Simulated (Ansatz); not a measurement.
Gas-phase electronic energies from Ansatz, PBE0-D4/def2-TZVP geometries. CCSD(T)/CBS adds triple-zeta CCSD(T) − MP2 to the extrapolated MP2 energy (def2 sets, frozen cores). Functionals use def2-TZVPP. B3LYP here is the variant with VWN-RPA as its local correlation; programs differ in this. HSE06 is defined as in plane-wave codes. For Ge, Se outer-core shells are correlated without core-valence functions, which leaves a few kJ/mol of doubt a bond. Scalar relativity is left out up to krypton. One conformer a species, not always the lowest.

`[CH3][AlH][SiH2][SeH]` + `[Cl][GeH3]` → `[Cl][GeH2][SeH]` + `[CH3][AlH][SiH3]`  (formal exchange of groups at the Se–Si bond)

`[CH3][AlH][SiH2][SeH]`:

Cartesian coordinates in Å:
```
C -0.293 0.246 2.370
Al -0.220 0.856 0.518
Si 0.287 -0.695 -1.324
Se 0.213 0.534 -3.258
H -1.316 0.341 2.752
H 0.335 0.875 3.010
H 0.016 -0.793 2.502
H -0.501 2.382 0.166
H -0.690 -1.822 -1.409
H 1.631 -1.330 -1.184
H 0.537 -0.595 -4.143
```

`[Cl][GeH3]`:

Z-matrix (Å, degrees):
```
Ge
Cl 1 2.155
H 1 1.532 2 107.1
H 1 1.532 2 107.1 3 -120.0
H 1 1.532 2 107.1 3 120.0
```

`[Cl][GeH2][SeH]`:

```xyz
6

Cl   -1.620   -1.784    0.277
Ge   -0.028   -0.345    0.385
Se   -0.291    0.977   -1.538
H    -0.224    0.464    1.674
H     1.295   -1.122    0.378
H     0.866    1.809   -1.176
```

`[CH3][AlH][SiH3]`:

```xyz
10

C     0.007   -0.310   -1.882
Al   -0.822    0.248   -0.204
Si    0.440    0.166    1.907
H    -0.033    0.501   -2.618
H     1.049   -0.619   -1.776
H    -0.549   -1.147   -2.319
H    -2.333    0.753   -0.222
H     1.674    1.002    1.824
H     0.896   -1.227    2.195
H    -0.330    0.632    3.095
```

| level | ΔE (eV) |
| --- | --- |
| revPBE-D4 | 0.05 |
| r2SCAN0-D4 | 0.08 |
| PBE-QIDH | 0.08 |
| B3LYP | 0.04 |
| HSE06 | 0.07 |
| CCSD(T)/def2-SVP | 0.05 |
| HF/def2-TZVPP | 0.05 |
| SCS-MP2/def2-TZVPP | 0.06 |

(1) What does CCSD(T)/CBS give? (Best estimate.)

Largest T1 diagnostic among the species: 0.011.

Results:

(1) The calculation gave: +0.09 eV. The listed levels differ from it by -0.04, -0.01, -0.01, -0.05, -0.02, -0.04, -0.04, -0.03 eV.

At CCSD(T), def2-SVP lies −0.04 eV from the extrapolated value and def2-TZVPP −0.03 eV. Leaving LDA and LC-ωPBE aside and taking each functional with its dispersion term where it has one, the values, not all of them listed here, spread over 0.06 eV, from BLYP-D4 to B97M-V.
